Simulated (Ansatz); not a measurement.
Program: Ansatz. Geometries: PBE0-D4/def2-TZVP. ΔE: electronic, gas phase. CCSD(T)/CBS adds triple-zeta CCSD(T) − MP2 to the extrapolated MP2 energy (def2 sets, frozen cores). Functionals use def2-TZVPP. B3LYP here is the variant with VWN-RPA as its local correlation; programs differ in this. Elements past krypton have def2 core potentials. For Ge, I outer-core shells are correlated without core-valence functions, which leaves a few kJ/mol of doubt a bond. Scalar relativity is left out up to krypton. Each species was taken in one conformer, which may not be the lowest.

Consider the formal exchange of groups at a Ge–F bond: `[CH3][Ge]([OH])([OH])[F]` + `[GeH3][I]` → `[CH3][Ge]([OH])([OH])[GeH3]` + `FI`.

```json
{"level": "PBE-D4", "ΔE (kJ/mol)": "276.4", "difference from CCSD(T)/CBS": "-26.8"}
{"level": "r2SCAN-D4", "ΔE (kJ/mol)": "304.4", "difference from CCSD(T)/CBS": "1.2"}
{"level": "PBE0-D4", "ΔE (kJ/mol)": "300.8", "difference from CCSD(T)/CBS": "-2.4"}
{"level": "B3LYP-D4", "ΔE (kJ/mol)": "289.7", "difference from CCSD(T)/CBS": "-13.5"}
{"level": "ωB97X-V", "ΔE (kJ/mol)": "303.4", "difference from CCSD(T)/CBS": "0.2"}
{"level": "ωB97M-V", "ΔE (kJ/mol)": "302.7", "difference from CCSD(T)/CBS": "-0.5"}
{"level": "B2PLYP", "ΔE (kJ/mol)": "307.2", "difference from CCSD(T)/CBS": "4.0"}
{"level": "PBE", "ΔE (kJ/mol)": "279.0", "difference from CCSD(T)/CBS": "-24.2"}
{"level": "r2SCAN", "ΔE (kJ/mol)": "305.4", "difference from CCSD(T)/CBS": "2.2"}
{"level": "PBE0", "ΔE (kJ/mol)": "303.3", "difference from CCSD(T)/CBS": "0.1"}
{"level": "B3LYP", "ΔE (kJ/mol)": "293.5", "difference from CCSD(T)/CBS": "-9.7"}
{"level": "HF/def2-TZVPP", "ΔE (kJ/mol)": "353.2", "difference from CCSD(T)/CBS": "50.0"}
{"level": "MP2/def2-TZVPP", "ΔE (kJ/mol)": "331.6", "difference from CCSD(T)/CBS": "28.4"}
{"level": "SCS-MP2/def2-TZVPP", "ΔE (kJ/mol)": "322.5", "difference from CCSD(T)/CBS": "19.3"}
{"level": "CCSD/def2-TZVPP", "ΔE (kJ/mol)": "317.5", "difference from CCSD(T)/CBS": "14.3"}
{"level": "CCSD(T)/def2-TZVPP", "ΔE (kJ/mol)": "311.9", "difference from CCSD(T)/CBS": "8.7"}
{"level": "HF/def2-QZVPP", "ΔE (kJ/mol)": "347.3", "difference from CCSD(T)/CBS": "44.1"}
{"level": "MP2/def2-QZVPP", "ΔE (kJ/mol)": "324.6", "difference from CCSD(T)/CBS": "21.4"}
{"level": "SCS-MP2/def2-QZVPP", "ΔE (kJ/mol)": "317.0", "difference from CCSD(T)/CBS": "13.8"}
{"level": "HF/CBS(def2)", "ΔE (kJ/mol)": "346.5", "difference from CCSD(T)/CBS": "43.3"}
{"level": "MP2/CBS(def2)", "ΔE (kJ/mol)": "322.9", "difference from CCSD(T)/CBS": "19.7"}
{"level": "CCSD/CBS(def2)", "ΔE (kJ/mol)": "308.8", "difference from CCSD(T)/CBS": "5.6"}
{"level": "CCSD(T)/CBS", "ΔE (kJ/mol)": "303.2", "difference from CCSD(T)/CBS": "0"}
```

Largest T1 diagnostic among the species: 0.012.

The D4 term adds −3.8 kJ/mol with B3LYP and −2.5 kJ/mol with PBE0; it sums over pairs of atoms, weighted by their polarisabilities, and B3LYP, whose exchange is more repulsive, gets the larger term. In def2-TZVPP, CCSD(T) changes the Hartree–Fock value by −41.3 kJ/mol (the triples alone add −5.5 kJ/mol) and MP2 by −21.5 kJ/mol.
